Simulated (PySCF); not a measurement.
## Correlation energy of La²⁺ (lanthanum, charge +2)

[Xe] 6p1, 2P determinant (an excited configuration). Computed with PySCF 2.14 in ANO-RCC-VTZP (8s7p5d3f2g1h, 104 functions), with the spin-free X2C one-electron Hamiltonian (Gaussian nucleus). Frozen: [Kr] 4d10; 9 electrons correlated.

| level | correlation energy (mhartree) |
| --- | --- |
| CCSD | -210.12 |
| (T) | -6.27 |
| CCSD(T) | -216.39 |

Diagnostics: T1 = 0.0097, D1 = 0.0406, largest double amplitude 0.030.

Spin-orbit coupling, absent here, splits the open shell strongly.

Cost of the coupled-cluster step: of the order of 60 core-seconds, for 9 correlated electrons.
